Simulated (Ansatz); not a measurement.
Basis sets compared for TeF2. Charge 0, multiplicity 1. Geometry PBE0-D4/def2-TZVP. Ansatz on 4 threads of Intel Xeon on a shared host; times are rough, and most runs start from earlier orbitals.

Cartesian coordinates in Å:
```
Te 0.453 -0.599 -0.405
F 0.591 0.163 1.319
F -1.044 0.436 -0.913
```

In the def2 sets Te takes a core potential, while STO-3G treats all electrons; there is no spin–orbit coupling.

STO-3G and 6-31G are all-electron sets without relativity, so their totals don't compare with the def2 sets.

Binding counts from free atoms (Te triplet, F doublet) in the same basis, without a counterpoise term.

```csv
level,functions,energy (Eh),HOMO (eV),LUMO (eV),binding per atom (eV),wall time
HF/STO-3G,37,-6743.1173,-6.40,6.80,–,0.61 s
PBE-D4/def2-SVP,54,-467.3266,-5.15,-3.27,2.57,0.87 s
PBE0-D4/def2-SVP,54,-467.3336,-6.51,-2.50,2.26,1.5 s
```

(1) Estimate the rows for HF/def2-TZVP, PBE-D4/def2-TZVP, PBE0-D4/def2-TZVP (with forces).

Answers

(1) 
```json
{"level": "HF/def2-TZVP", "functions": "112", "energy (Eh)": "-465.9551", "HOMO (eV)": "-9.43", "LUMO (eV)": "0.53", "binding per atom (eV)": "1.14", "wall time": "1.5 s"}
{"level": "PBE-D4/def2-TZVP", "functions": "112", "energy (Eh)": "-467.6130", "HOMO (eV)": "-5.43", "LUMO (eV)": "-3.55", "binding per atom (eV)": "2.74", "wall time": "1.4 s"}
{"level": "PBE0-D4/def2-TZVP (with forces)", "functions": "112", "energy (Eh)": "-467.6173", "HOMO (eV)": "-6.68", "LUMO (eV)": "-2.73", "binding per atom (eV)": "2.45", "wall time": "2.5 s"}
```
